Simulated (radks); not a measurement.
Results of a calculation; reference values are marked as such.
Spin polarisation of the 3p4 shell in S. Start: [Ne] 3s2 3p(up 2, down 2); electrons of 3p are moved from spin down to spin up, other shells keep equal spins. Code: a radial shooting solver on a logarithmic mesh with Libxc functionals. Model: non-relativistic Kohn-Sham, r2SCAN, spin-polarised, spherical densities, point nucleus; meta-GGA in the generalised Kohn-Sham scheme.

moment (Bohr magnetons)  E - E(0) (eV)  e(3p up) (eV)  e(3p down) (eV)  3s down minus up (eV)  2p down minus up (eV)
0                                0.000         -7.233           -7.233                 0.000                  0.000
0.5                             -0.070         -7.498           -6.941                  0.617                  0.105
1                               -0.279         -7.737           -6.621                  1.235                  0.210
1.5                             -0.628         -7.952           -6.272                  1.857                  0.316
2                               -1.119         -8.142           -5.888                  2.487                  0.423

At moment 2 the spin-polarisation energy is -1.119 eV and the 3p exchange splitting 2.254 eV, that is 1.127 eV per Bohr magneton; E = -I m^2/4 would give I = 1.119 eV.
